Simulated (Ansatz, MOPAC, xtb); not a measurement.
Dimer: CH2O (SMILES C=O) (first 4 atoms) with CH2F2 (SMILES FCF); geometry from B3LYP-D3(BJ)/def2-TZVP, rigid monomers moved along the line of their centres of mass till O2···H9 is 2.23 Å.
(charge 0, multiplicity 1):
```xyz
9

C     -0.332    -0.101    -0.016
O      0.646    -0.714     0.317
H     -0.545     0.116    -1.080
H     -1.065     0.276     0.720
F     -0.026     0.769     3.005
C      0.050    -0.582     3.198
F     -1.158    -1.123     2.861
H      0.231    -0.770     4.257
H      0.808    -0.984     2.528
```

Counterpoise-corrected where a basis set is named; no monomer relaxation.

The state that PM7 reach isn't checked; PM7 holds dispersion and hydrogen-bond terms.

Programs: Ansatz (Gaussian basis) for Hartree–Fock, density functionals and correlated methods; MOPAC for PM7 (differences of heats of formation); xtb for the GFN methods. Each number belongs to the level named beside it.

Question: One of these levels gives -0.76 kcal/mol for the interaction energy. Which one is it?
A) B3LYP/def2-TZVPPD
B) GFN-FF
C) PBE/def2-TZVPPD
D) PM7

Answer: A, B3LYP/def2-TZVPPD. The others give -3.88 (GFN-FF), -1.81 (PM7), -1.12 (PBE/def2-TZVPPD)

Ansatz is a quantum-chemistry and plane-wave program.
